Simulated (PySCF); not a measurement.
## A small calculation by hand: oscillator strength and radiative lifetime

Al(Me)2(F) (C2H6AlF), SMILES [CH3][Al]([CH3])[F].

Geometry optimised at B3LYP-D3(BJ)/def2-SVP. The isomer is the one that the SMILES or the coordinates give; other isomers of the formula were not compared.

TDDFT-PBE/def2-SVPD (PySCF 2.14.0) puts the first singlet state with f over 0.02 at 5.99 eV (vertical), with the transition dipole (-0.699, -0.119, 0.671) in atomic units.

Find the oscillator strength, the wavelength and the radiative lifetime that this transition would have in vacuum if emission retraced absorption.


|μ|² = 0.9530 au, so |μ| = 2.48 D. ΔE = 5.99/27.211 = 0.2201 hartree. f = (2/3) ΔE |μ|² = 0.140 (the program prints 0.140).
λ = 1239.84/5.99 = 207 nm; ν = 48313 cm⁻¹.
Einstein's coefficient A = 0.6670 ν² f s⁻¹ (ν in cm⁻¹) = 2.2e8 s⁻¹, so τ = 1/A = 4.6 ns. This state is S2; the lower singlet has f = 0.000. The figure is the radiative limit of this one transition; relaxation, internal conversion, crossing to triplets and a medium change what is measured.
